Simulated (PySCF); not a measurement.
**Spin-rotation constants: SMILES C(C#[C][AlH][O]B)C=C, C₅H₈AlBO**

Molfile (atoms numbered from 1):
```
C5H8AlBO
     RDKit          3D

 16 15  0  0  0  0  0  0  0  0999 V2000
    3.8787   -1.9774    0.6774 B   0  0  0  0  0  0  0  0  0  0  0  0
    3.0175   -1.6360   -0.2791 O   0  0  0  0  0  0  0  0  0  0  0  0
    1.9244   -1.2222   -1.4699 Al  0  0  0  0  0  3  0  0  0  0  0  0
    0.3302   -0.1987   -1.0838 C   0  0  0  0  0  0  0  0  0  0  0  0
   -0.6766    0.4390   -0.8482 C   0  0  0  0  0  0  0  0  0  0  0  0
   -1.8697    1.2065   -0.5373 C   0  0  0  0  0  0  0  0  0  0  0  0
   -1.9533    1.4758    0.9380 C   0  0  0  0  0  0  0  0  0  0  0  0
   -2.9801    1.1370    1.6930 C   0  0  0  0  0  0  0  0  0  0  0  0
    3.5519   -2.7502    1.5057 H   0  0  0  0  0  0  0  0  0  0  0  0
    4.9577   -1.5027    0.6869 H   0  0  0  0  0  0  0  0  0  0  0  0
    2.3278   -1.7343   -2.8510 H   0  0  0  0  0  0  0  0  0  0  0  0
   -1.8219    2.1576   -1.0808 H   0  0  0  0  0  0  0  0  0  0  0  0
   -2.7543    0.6589   -0.8749 H   0  0  0  0  0  0  0  0  0  0  0  0
   -1.0904    1.9710    1.3637 H   0  0  0  0  0  0  0  0  0  0  0  0
   -3.0038    1.3476    2.7486 H   0  0  0  0  0  0  0  0  0  0  0  0
   -3.8455    0.6371    1.2880 H   0  0  0  0  0  0  0  0  0  0  0  0
  1  2  1  0
  2  3  1  0
  3  4  1  0
  4  5  3  0
  5  6  1  0
  6  7  1  0
  7  8  2  0
  1  9  1  0
  1 10  1  0
  3 11  1  0
  6 12  1  0
  6 13  1  0
  7 14  1  0
  8 15  1  0
  8 16  1  0
M  END
```

Method: GIAO BHandHLYP/pcSseg-1 magnetisability, rotational g tensor and spin-rotation constants, non-relativistic, gas phase in PySCF. Geometry: GFN2-xTB.

Task: Give the nuclear spin-rotation constants along the inertial axes (H = +C I·J) beside the isotropic shieldings.

Result: Rotational constants 3.7052, 0.5634, 0.5002 GHz. A star marks the isotopologue with that one atom substituted, in its own axes.
| atom | isotope | Caa (kHz) | Cbb (kHz) | Ccc (kHz) | mean (kHz) | σ (ppm) |
| --- | --- | --- | --- | --- | --- | --- |
| B1 | 11B | 0.965 | 0.192 | 0.131 | 0.429 | 55.7 |
| Al3 | 27Al | 1.926 | 0.329 | 0.297 | 0.851 | 433.2 |
| H9 | 1H | -0.322 | -0.001 | -0.009 | -0.111 | 26.6 |
| H10 | 1H | -0.101 | -0.045 | 0.001 | -0.048 | 26.6 |
| H11 | 1H | -0.199 | -0.005 | -0.038 | -0.081 | 27.8 |
| H12 | 1H | -0.366 | -0.032 | -0.010 | -0.136 | 28.7 |
| H13 | 1H | -0.338 | -0.043 | -0.005 | -0.129 | 28.9 |
| H14 | 1H | -0.296 | -0.028 | 0.006 | -0.106 | 25.8 |
| H15 | 1H | -0.358 | 0.039 | -0.052 | -0.124 | 26.6 |
| H16 | 1H | -0.297 | -0.035 | 0.005 | -0.109 | 26.6 |
| O2 | 17O* | -0.793 | -0.153 | -0.116 | -0.354 | 104.9 |
| C4 | 13C* | 0.185 | 0.206 | 0.183 | 0.192 | 92.3 |
| C5 | 13C* | 0.008 | 0.251 | 0.216 | 0.158 | 69.9 |
| C6 | 13C* | 0.596 | 0.082 | 0.081 | 0.253 | 158.6 |
| C7 | 13C* | 0.826 | 0.250 | 0.167 | 0.414 | 42.2 |
| C8 | 13C* | 0.757 | 0.226 | 0.148 | 0.377 | 62.7 |

For the geometry as given, no vibrational averaging.

Task: How do the rotational constants and the g tensor change when H9, H10, H11, H12, H13, H14, H15, H16 are replaced by deuterium?

Result: Constants 3.0263, 0.5024, 0.4446 GHz; g -0.0289, -0.0076, -0.0071, against -0.0354, -0.0085, -0.0080 before.
